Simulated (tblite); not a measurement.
Species: C5H16AlNOSi.
Structure used (GFN2-xTB), in Å, numbered top down from 1:
```
atom  x, y, z in Å
C1    -1.0113   -1.8228   -0.5954
N2    -0.8434   -0.6155    0.1962
C3    -1.5847   -0.7166    1.4415
Al4   -1.1738    1.1683   -0.9189
C5    -0.0667    2.0975    0.5321
C6     0.7396    0.9674    1.2114
C7     0.5653   -0.2890    0.3617
O8     0.9769    0.0173   -0.9345
Si9    2.4836   -0.1221   -1.5469
H10   -2.0656   -1.9305   -0.8450
H11   -0.4537   -1.7231   -1.5242
H12   -0.6667   -2.7127   -0.0550
H13   -2.5788   -1.1003    1.2204
H14   -1.7029    0.2762    1.8705
H15   -1.0895   -1.3840    2.1553
H16   -0.7964    1.1660   -2.4283
H17   -2.7137    0.9870   -0.6709
H18   -0.6087    2.6619    1.3022
H19    0.6404    2.8288    0.1149
H20    1.8106    1.1873    1.2444
H21    0.4174    0.7724    2.2348
H22    1.1394   -1.1481    0.7634
H23    2.2181    0.1202   -2.9517
H24    2.9422   -1.4866   -1.2458
H25    3.4118    0.8253   -0.9230
```

Computed values, GFN2-xTB/tblite, gas phase, harmonic and unscaled. Against measured fundamentals such values can be off by several per cent, at times by over 20. Modes of hydrogen on aluminium and silicon can be 10 to 20 % off. One conformer, not necessarily the lowest.

Harmonic wavenumbers (cm⁻¹): 49.5, 68.6, 98.1, 111.4, 132.8, 168.0, 198.1, 207.7, 223.4, 241.9, 301.2, 334.9, 396.6, 407.6, 416.7, 481.2, 487.5, 534.0, 592.7, 602.7, 613.6, 637.8, 710.7, 732.6, 786.1, 811.1, 825.1, 831.8, 890.4, 913.0, 968.0, 1027.2, 1033.2, 1047.4, 1075.3, 1113.2, 1144.1, 1157.5, 1183.7, 1215.2, 1225.3, 1264.8, 1288.0, 1307.3, 1323.4, 1399.2, 1419.0, 1457.8, 1467.7, 1475.5, 1482.7, 1489.9, 1507.4, 1660.2, 1719.3, 2194.3, 2240.3, 2381.8, 2756.6, 2872.0, 2905.8, 2917.2, 2929.6, 2946.5, 2984.4, 3015.5, 3023.2, 3030.6, 3033.5.

A = 1583, B = 973.5, C = 858.7 MHz; mass 161.082 u (most abundant isotopes); point group C1, symmetry number 1.

Task: Zero-point energy?

Result: ½Σν̃ = 42745 cm⁻¹ = 122.22 kcal/mol.

Task: Entropy at 350 K, 1 bar (ideal gas, RRHO, classical rotation)?

Result: Translation 41.96, rotation 30.35, vibration 48.37: S = 120.7 cal/(mol K).

Task: And Cp and H(350 K) − H(0)?

Result: Cp = 58.85 cal/(mol K), of which vibrations give 50.90 (their classical limit is 69 R = 137.1); H(350 K) − H(0) = 11.82 kcal/mol without the zero-point energy, 9.04 from vibrations.

Task: Blend soft modes into free rotors: weight 1/[1 + (100 cm⁻¹/ν̃)⁴] for the oscillator and the rest for a rotor with moment μB/(μ + B), μ = h/(8π²ν), B = 10⁻⁴⁴ kg m². What vibrational entropy results?

Result: 45.30 cal/(mol K) in place of 48.37, which changes −T·S at 350 K by +1.08 kcal/mol.

Task: Which modes carry the vibrational entropy at 350 K?

Result: 49.5 cm⁻¹: 5.15; 68.6 cm⁻¹: 4.51; 98.1 cm⁻¹: 3.81; 111.4 cm⁻¹: 3.56; 132.8 cm⁻¹: 3.21; 168.0 cm⁻¹: 2.76 cal/(mol K); the other 63 give 25.37 together.

Hindered rotation and anharmonicity are outside this model. Other conformers, if any are populated, would add a mixing term that is left out. The structure is chiral; the term R ln 2 for an equal mix with its mirror image is left out.

On an Arm Neoverse V2 with one thread, no GPU, shared host with 96 logical CPUs at a one-minute load of 16, this took 1.2 s of wall time. The figure is for the frequency step alone.
